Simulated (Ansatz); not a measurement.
Geometry optimisation, Ansatz 0.2.0, RKS r2SCANh-D4/def2-SVP.

Input:

```yaml
crystal:
  periodic: [false, false, false]
  atoms:
    - { symbol: C, position_ang: [-0.3525, 0.9075, -0.5106] }
    - { symbol: B, position_ang: [-0.0593, -0.5853, -0.2797] }
    - { symbol: "N", position_ang: [0.283, -1.0994, 1.0923] }
    - { symbol: F, position_ang: [-0.0323, -1.4915, -1.3954] }
    - { symbol: H, position_ang: [0.3108, 1.3673, -1.281] }
    - { symbol: H, position_ang: [-0.3249, 1.5444, 0.4213] }
    - { symbol: H, position_ang: [-1.4075, 1.0395, -0.9131] }
    - { symbol: H, position_ang: [1.3307, -1.4491, 1.0348] }
    - { symbol: H, position_ang: [0.3405, -0.2797, 1.8143] }
basis:
  gaussian: { orbitals: def2-SVP }
hamiltonian:
  xc: r2scanh
  dispersion: d4
relax:
  f_tol: 0.02
  max_steps: 50
```

Run as:

```bash
$ ansatz run input.yaml --threads 2 --pin off --max-ram 3072MiB --backend cpu --events-out ev --progress --plain --runs-dir out
```

Where does it end, and by what steps?

The run converged. After 6 steps the energy has fallen by 1.099 eV; H8 moved furthest, 0.63 Å.

```
step  energy less start (eV)  largest force component (eV/Å)  accepted
   0                  0.0000                           2.869       yes
   1                 -0.6388                           2.231       yes
   2                 -0.8557                           1.513       yes
   3                 -1.0461                           0.363       yes
   4                 -1.0975                           0.117       yes
   5                 -1.0985                           0.022       yes
   6                 -1.0987                           0.011       yes
```

```xyz
9
Properties=species:S:1:pos:R:3
C -0.429 0.968 -0.538
B 0.097 -0.483 -0.250
N 0.547 -0.930 0.997
F 0.125 -1.370 -1.264
H 0.184 1.439 -1.321
H -0.433 1.628 0.339
H -1.453 0.923 -0.940
H 0.882 -1.873 1.141
H 0.568 -0.348 1.820
```

Whether the end is a true minimum wasn't checked by a vibrational analysis.

The run took 11 s on 2 threads of Intel(R) Xeon(R) Platinum 8488C (Sapphire Rapids), on a shared host, peak memory 0.18 GiB.
